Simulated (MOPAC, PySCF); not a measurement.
H₂GeO, SMILES `[GeH][OH]` (lower singlet; H–O–Ge–H torsion 180°), neutral singlet in the gas phase. This singlet lies 1.89 eV below the relaxed triplet at the level composite: frozen-core CCSD(T) with HF/cc-pVQZ and the correlation energy extrapolated as X^-3 from cc-pVTZ and cc-pVQZ, plus CCSDT(Q) minus CCSD(T) in cc-pVDZ // PBE0-D3(BJ)/def2-TZVP (Ansatz).

Z-matrix (Å, degrees):
```
O
H 1 0.9613
Ge 1 1.7906 2 111.47
H 3 1.5991 1 92.32 2 -179.97
```
Charge 0, spin multiplicity 1.

All levels are single points at this geometry (PBE0-D3(BJ)/def2-TZVP); Pople sets use spherical d functions. Orbital energies aren't observables, and empty levels follow the basis.

PM6 in MOPAC gives HOMO (eV) = -8.26.

Estimate the HOMO (eV) from each of these levels: PBE0-D3(BJ)/def2-TZVP in PySCF; B3LYP/3-21G in PySCF; B3LYP/LANL2DZ in PySCF; BP86/6-31G* in PySCF; HF/6-31G* in PySCF; HF/STO-3G in PySCF; PM3 in MOPAC; PM7 in MOPAC.


```tsv
level	HOMO (eV)
PBE0-D3(BJ)/def2-TZVP in PySCF	-6.72
B3LYP/3-21G in PySCF	-6.13
B3LYP/LANL2DZ in PySCF	-6.45
BP86/6-31G* in PySCF	-5.62
HF/6-31G* in PySCF	-9.20
HF/STO-3G in PySCF	-6.19
PM3 in MOPAC	-8.80
PM7 in MOPAC	-8.28
```
